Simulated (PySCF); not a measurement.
## Property card for `C[CH+]/C=C/[S@](C)=O`

C₅H₉OS (charge +1).
Cartesian coordinates in Å at the GFN2-xTB level; atoms count from 1:
```xyz
16
C5H9OS angstrom
C     -3.0868    0.1817    0.2639
C     -1.7494    0.2714    0.8120
C     -0.6398   -0.3245    0.2437
C      0.6477   -0.1235    0.6832
S      1.9750   -1.0784    0.0271
C      3.1379    0.2902   -0.4034
O      1.5331   -1.7096   -1.1918
H     -3.7713   -0.1973    1.0310
H     -3.4737    1.1853    0.0553
H     -3.1456   -0.4342   -0.6294
H     -1.6164    0.8658    1.7097
H     -0.7653   -0.9362   -0.6438
H      0.8641    0.4353    1.5827
H      4.0428   -0.1811   -0.7760
H      3.3489    0.8628    0.4916
H      2.6911    0.9013   -1.1807
```

Some functional groups and rings: C=C double bond and sulfoxide.

From GFN2-xTB geometry:

```
Point group of the GFN2-xTB geometry                  : C1
Rotational constants A, B, C of the GFN2-xTB geometry : 5.760, 0.955, 0.879 GHz
```

**B3LYP/def2-SVPD ground state and vertical TDDFT (core frozen in the response) (PySCF)**

```
HOMO energy                                                       : -11.70 eV
LUMO energy                                                       : -9.01 eV
HOMO–LUMO gap                                                     : 2.69 eV
Lowest singlet excitation                                         : 2.49 eV (498 nm, f = 0.150)
Strongest line among the 8 lowest singlet transitions             : S3 at 4.90 eV (253 nm, f = 0.486)
Lowest triplet excitation (Tamm–Dancoff)                          : 1.18 eV
Static isotropic polarisability                                   : 104.8 au
Electronic spatial extent ⟨r²⟩ about the centre of nuclear charge : 1312 bohr²
```

Monoisotopic mass of the ion (most abundant isotopes, electron mass counted): 117.0369 u.

The 8 singlets span 2.49 to 6.17 eV, and their oscillator strengths add up to 0.77. With B = h/(8π²I), that is 505.379 GHz u Å² over I, the principal moments of inertia are 87.7, 529.1 and 574.7 u Å² (most abundant isotopes). The polarisability is 15.53 Å³ as a volume (1 au = 0.148185 Å³), or 1.69 au for each of the 62 electrons. The vertical singlet–triplet gap S1 − T1 is 1.31 eV (TDDFT singlet less Tamm–Dancoff triplet; S1: HOMO→LUMO, weight 0.95; T1: HOMO→LUMO, weight 0.99). The largest Löwdin shares of the LUMO are 0.28 on C2, 0.27 on C4, 0.12 on S5 and 0.09 on C3. The largest Löwdin shares of the HOMO are 0.44 on O7, 0.25 on S5, 0.09 on C4 and 0.06 on C6. S1 lies 0.20 eV below the HOMO–LUMO gap; its leading configuration is HOMO→LUMO, weight 0.95.

The structure is a single GFN2-xTB conformer in the gas phase; no vibrational or solvent corrections.

For the TDDFT job (B3LYP/def2-SVPD), the run took 52 s wall on x86-64 server, one thread, on a shared host.
